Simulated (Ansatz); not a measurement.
Start from `C[CH2][GaH][SeH]` and change one atom or group to get `C[CH2][GaH][Cl]`.

Ansatz, PBE0-D4/def2-TZVP geometries, multiplicity 1. Each molecule was computed in one conformer, which needn't be the lowest.

Scalar relativity is left out up to krypton.

```csv
property,`C[CH2][GaH][SeH]`
LUMO energy (B3LYP/def2-TZVPP) / eV,-1.37
HOMO–LUMO gap (ωB97M-V/def2-TZVPP) / eV,9.80
size of the dipole moment (B3LYP/def2-TZVPP) / D,1.93
HOMO energy (PBE/def2-TZVPP) / eV,-6.04
size of the dipole moment (PBE/def2-TZVPP) / D,1.89
LUMO energy (PBE/def2-TZVPP) / eV,-1.88
```

(1) What does the change do to each property? (Best estimate.)

Answers

(1) Ansatz gave: 
```json
{"property": "LUMO energy (B3LYP/def2-TZVPP) / eV", "`C[CH2][GaH][Cl]`": "-1.63", "shift": "-0.26"}
{"property": "HOMO–LUMO gap (ωB97M-V/def2-TZVPP) / eV", "`C[CH2][GaH][Cl]`": "10.32", "shift": "0.52"}
{"property": "size of the dipole moment (B3LYP/def2-TZVPP) / D", "`C[CH2][GaH][Cl]`": "2.64", "shift": "0.71"}
{"property": "HOMO energy (PBE/def2-TZVPP) / eV", "`C[CH2][GaH][Cl]`": "-6.57", "shift": "-0.53"}
{"property": "size of the dipole moment (PBE/def2-TZVPP) / D", "`C[CH2][GaH][Cl]`": "2.58", "shift": "0.69"}
{"property": "LUMO energy (PBE/def2-TZVPP) / eV", "`C[CH2][GaH][Cl]`": "-2.15", "shift": "-0.27"}
```

With PBE0 the HOMO falls by 0.69 eV and the LUMO falls by 0.24 eV, so the gap widens by about 0.45 eV. PBE moves the HOMO by -0.53 eV and ωB97M-V by -0.74 eV. Dipoles are sizes alone; their direction can turn.

B3LYP here is the variant with VWN-RPA as its local correlation; programs differ in this.

Spin–orbit coupling is left out; it splits and shifts lone-pair levels of the heavy atoms by tenths of an eV.
